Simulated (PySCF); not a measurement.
GaH3, SMILES [GaH3]. Geometry: PBE0-D3(BJ)/def2-TZVPD. The isomer is the one that the SMILES or the coordinates give; other isomers of the formula were not compared.

TDDFT-B3LYP/def2-TZVPD run with PySCF 2.14.0 puts the lowest singlet excitations at 5.09, 5.09, 7.71, 7.71, 8.45, 8.51 eV.

Q: What are the lowest excitation roots from ADC(2)/aug-cc-pVDZ (PySCF 2.14.0)? (The exact figures need the calculation; the answer reports its results.)

A: 5.68, 5.68, 8.43, 8.43, 9.18, 9.18 eV. S1 differs by 0.58 eV (second minus first; roots are paired by order, and the bases may differ).
